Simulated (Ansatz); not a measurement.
C2H5NOSi (`O[SiH2]C1=NC1`), charge 0, multiplicity 1.

Question: Give a relaxed structure at PBE0-D4/def2-TZVP (Ansatz 0.2.0). (An estimate is asked.)

Answer: The calculation gave: 
Z-matrix (Å, degrees):
```
Si
C 1 1.860
O 1 1.637 2 110.9
H 1 1.486 2 105.7 3 -123.1
H 1 1.478 2 109.1 3 118.2
C 2 1.462 1 153.2 3 -177.9
N 2 1.258 1 140.3 3 7.3
H 3 0.959 1 118.4 2 -43.0
H 6 1.086 2 120.0 1 82.3
H 6 1.086 2 120.3 1 -75.3
```
This is one stationary point; other conformers may exist.
